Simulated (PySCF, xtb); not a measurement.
Br₂, SMILES BrBr.

GFN2-xTB (xtb) at its own geometry gives an orbital gap of 2.59 eV and a dipole moment of 0.00 D.

The structure is a stationary point at B3LYP-D3(BJ)/def2-TZVP.

Task: What does CAM-B3LYP/def2-TZVPD (PySCF) give? (The exact figures need the calculation; the answer reports its results.)

Result: gap 6.81 eV (levels -9.52 and -2.71 eV), dipole 0.00 D.
